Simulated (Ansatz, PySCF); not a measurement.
Reaction (SMILES): CC[SiH3] [ethylsilane] + 2 [H][H] (H2) → 2 C (CH4) + [SiH4] (SiH4)
Structures are relaxed separately at B3LYP-D3(BJ)/def2-TZVP in Ansatz (an electronic-structure program).

Property: energy of full hydrogenation (0 K, with B3LYP-D3(BJ) harmonic zero-point energies from PySCF), in kJ/mol. Cores are frozen in the correlated levels unless marked. No spin-orbit coupling. No relativistic terms. CBS marks a two-point X^-3 extrapolation of the correlation energy; Hartree-Fock from the larger set.

Level to compare with: CCSD(T)/CBS(cc-pV(T+d)Z,cc-pV(Q+d)Z) (Ansatz), -79.2 kJ/mol. It is a level with limits of its own, and the differences hold the functionals' basis error too.

Q: Rank these functionals by how close they come to CCSD(T)/CBS(cc-pV(T+d)Z,cc-pV(Q+d)Z), closest first: r2SCANh/def2-TZVPD (Ansatz); revPBE/def2-TZVPD (Ansatz); CAM-B3LYP/def2-TZVPD (Ansatz).

A: r2SCANh/def2-TZVPD (hybrid meta-GGA, -82.4 kJ/mol, difference -3.2), revPBE/def2-TZVPD (GGA, -87.5 kJ/mol, difference -8.3), CAM-B3LYP/def2-TZVPD (range-separated hybrid, -96.2 kJ/mol, difference -17.0)
